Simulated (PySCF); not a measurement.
Numbering as in the mapped SMILES `[CH3:1][CH:2]1[c:3]2[cH:4][cH:5][cH:6][cH:7][c:8]21`; H(Xn) means a hydrogen on atom n.

[PySCF 2.14: GFN2-xTB geometry; GIAO PBE0/pcSseg-1 shieldings; a single conformation; non-relativistic; fast rotation and ring inversion assumed for equivalent nuclei; gas phase]

δ = σ(ref) − σ, references computed at the same level: $^{13}$C and $^{1}$H against TMS.

```csv
atoms,nucleus,count,δ (ppm)
H(C5)/H(C6),$^{1}$H,2,7.39
C3/C8,$^{13}$C,2,141.4
C4/C7,$^{13}$C,2,118.2
H(C1),$^{1}$H,3,1.61
C2,$^{13}$C,1,33.0
C1,$^{13}$C,1,25.5
H(C4)/H(C7),$^{1}$H,2,?
H(C2),$^{1}$H,1,?
C5/C6,$^{13}$C,2,?
```

Fill in the missing shifts.

## Answers


- C5/C6: 133.8 ppm, aromatic CH; the aromatic region
- H(C4)/H(C7): 7.53 ppm, hydrogen on an aromatic CH; the ring current deshields protons in the ring plane
- H(C2): 3.97 ppm, hydrogen on a three-membered-ring carbon

Shifts are as computed. Against solution values, carbons near 30 ppm lie about +3 ppm off and those near 130 ppm about +5 ppm. Of 1313 compounds with measured shifts, 239 miss one by over three times the rms of a fit or turn the order of signals round; such compounds aren't used in these exercises.
